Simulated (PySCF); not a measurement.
Si(H)(F)(Br)(vinyl) (C2H4BrFSi), SMILES C=C[SiH](F)Br. Atoms are numbered in the order given.

```xyz
9

Si    -0.3618     0.2755     0.7441
F      0.8334     1.2179     1.3506
Br     0.5520    -1.3160    -0.5294
C     -1.4603     1.3584    -0.2902
C     -1.2312     2.6821    -0.4088
H     -1.0350    -0.4039     1.8936
H     -2.3130     0.9013    -0.8249
H     -0.3846     3.1669     0.1063
H     -1.8734     3.3338    -1.0259
```

Geometry: PBE-D3(BJ)/def2-SVP. This is a generated structure with no PubChem entry under its InChIKey; it may be hypothetical. The values are those of a single conformer.

The numbers are results of PySCF with PBE-D3(BJ)/def2-SVP, not measurements.

Frequencies are harmonic and unscaled.

Computed vibrational spectrum:
```tsv
mode	ν (cm⁻¹)	IR (km/mol)	Raman (Å⁴/amu)	depolarisation	moving atoms (share of kinetic energy)
1	77	0.1	7.8	0.75	C 50 %, H 26 %, Br 11 %, Si 10 %
2	139	0.2	3.6	0.75	C 33 %, H 25 %, F 21 %, Si 12 %, Br 8 %
3	183	4.8	3.6	0.72	F 43 %, C 31 %, H 17 %
4	219	2.0	2.4	0.43	F 43 %, Br 23 %, H 12 %, C 12 %, Si 10 %
5	371	11.0	6.6	0.28	Si 37 %, C 25 %, H 22 %, Br 9 %
6	438	51.4	4.7	0.16	Si 43 %, C 21 %, H 15 %, Br 12 %, F 10 %
7	518	48.9	7.7	0.66	H 54 %, C 27 %, Si 17 %
8	668	21.9	5.5	0.24	C 44 %, H 29 %, Si 24 %
9	779	243.1	12.7	0.75	H 84 %, Si 11 %
10	786	37.0	9.1	0.74	H 75 %, F 18 %
11	880	122.0	2.1	0.32	Si 41 %, F 40 %, H 17 %
12	961	23.6	0.2	0.55	H 72 %, C 28 %
13	973	17.7	3.8	0.51	H 79 %, C 15 %
14	998	13.9	0.1	0.37	H 94 %
15	1226	0.4	9.2	0.25	H 72 %, C 28 %
16	1367	16.1	24.5	0.44	H 85 %, C 15 %
17	1616	12.2	20.9	0.16	C 87 %, H 13 %
18	2206	104.4	179.2	0.19	H 97 %
19	3058	8.0	112.8	0.17	H 95 %
20	3083	0.9	125.7	0.26	H 92 %, C 8 %
21	3156	2.3	93.4	0.67	H 89 %, C 11 %
```
